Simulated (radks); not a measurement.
Results of a calculation; reference values are marked as such.
Problem. These are the eigenvalues of the occupied orbitals of an atom or ion with whole-number occupations (hartree). Code: a radial shooting solver on a logarithmic mesh with Libxc functionals. Model: scalar-relativistic Kohn-Sham, r2SCAN, spin-polarised, spherical densities, finite nucleus; meta-GGA in the generalised Kohn-Sham scheme; Fermi nuclear charge, rms radius of each element as measured or else 0.836 A^(1/3) + 0.57 fm.

orbital  eigenvalue
1s down   -362.9608
1s up     -362.9606
2s up     -55.06226
2s down   -54.99622
2p up     -49.28103
2p down   -49.23171
3s up     -15.34912
3s down   -15.24907
3p up     -13.52250
3p down   -13.42006
3d up     -10.68819

Which element is it, and in what charge state? The configuration may be excited. Open shells, if any, are filled with parallel spins first.

Solution. Z = 30, zinc, charge +11: Zn11+ in [Ar] 3d1. The list shows which subshells hold electrons but not how many an open one holds; the 1s level, -362.96 hartree, gives Z - s = 26.9 by -(Z - s)^2/2, which with screening and relativity narrows Z to a few neighbours, and the depths of the outer levels then fix element, charge and occupations together.
